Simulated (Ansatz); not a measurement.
NbSeF₃⁺. Total charge 1; doublet. Geometry r2SCAN-D4/def2-SVP, that of the neutral singlet; atoms count from 1.

```xyz
5

Nb    0.010    0.059    0.089
Se   -0.199   -1.189   -1.804
F     1.816    0.245    0.465
F    -0.858   -0.828    1.467
F    -0.769    1.713   -0.217
```

In the def2 sets Nb takes a core potential; there is no spin–orbit coupling.

Question: Estimate the Mulliken populations from the PBE0/def2-TZVP orbitals of Ansatz.

Answer: 
| atom | charge (e) | spin (α − β) | d electrons |
| --- | --- | --- | --- |
| Nb1 | 1.85 | 0.03 | 2.60 |
| Se2 | 0.12 | 0.93 | – |
| F3 | -0.32 | 0.03 | – |
| F4 | -0.33 | 0.00 | – |
| F5 | -0.32 | 0.02 | – |
Mulliken values and Mayer orders depend strongly on the basis.

Question: Where does the spin sit?

Answer: Summed by element: Nb 0.03, Se 0.93, F 0.05, of 1 unpaired in all. Largest on single atoms: Se2 0.93, F3 0.03, Nb1 0.03.

Question: And the Mayer bond orders between bonded heavy atoms (over 0.3)?

Answer: Nb1–Se2 1.56 (2.28 Å); Nb1–F3 1.06 (1.85 Å); Nb1–F4 1.04 (1.85 Å); Nb1–F5 1.06 (1.85 Å).
